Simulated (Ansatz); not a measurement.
Wavefunction ladder for C3H11AlS, SMILES `[CH3][Al-]([CH3])([CH3])[SH2+]`

```xyz
16

C    -1.3001   -1.0139    1.0012
Al   -0.1568   -0.0108   -0.2572
C    -0.6599    1.8448   -0.6965
C     0.9311   -1.0338   -1.5454
S     1.7886    0.5888    1.3555
H    -2.2052   -1.3665    0.4924
H    -1.6391   -0.4062    1.8470
H    -0.8084   -1.9044    1.4074
H    -1.0042    2.4130    0.1741
H     0.1564    2.4081   -1.1598
H    -1.4886    1.8499   -1.4145
H     1.7320   -0.4371   -1.9936
H     0.3031   -1.3837   -2.3733
H     1.3875   -1.9275   -1.1067
H     1.0261    1.0132    2.3771
H     1.9376   -0.6340    1.8923
```

Charge 0, multiplicity 1. The structure was optimised at the PBE0-D4/def2-TZVP level. It is one conformer, not always the lowest. Frozen core, restricted reference, Ansatz 0.2.0. CBS rows extrapolate triple and quadruple zeta; past MP2 they add the triple-zeta difference.

| basis | HF (Eh) | MP2 corr. |
| --- | --- | --- |
| def2-SVP | -759.18970 | -0.65834 |
| def2-TZVPP | -759.54412 | -0.82616 |
| def2-QZVPP | -759.56850 | -0.88222 |

Problem. Estimate the CCSD correlation energy and the (T) correction in each basis where they were run (hartree).

Solution. 
| basis | CCSD corr. | (T) |
| --- | --- | --- |
| def2-SVP | -0.73743 | -0.01974 |
| def2-TZVPP | -0.89902 | -0.03459 |
| CBS(def2) | -0.99661 | as TZ |
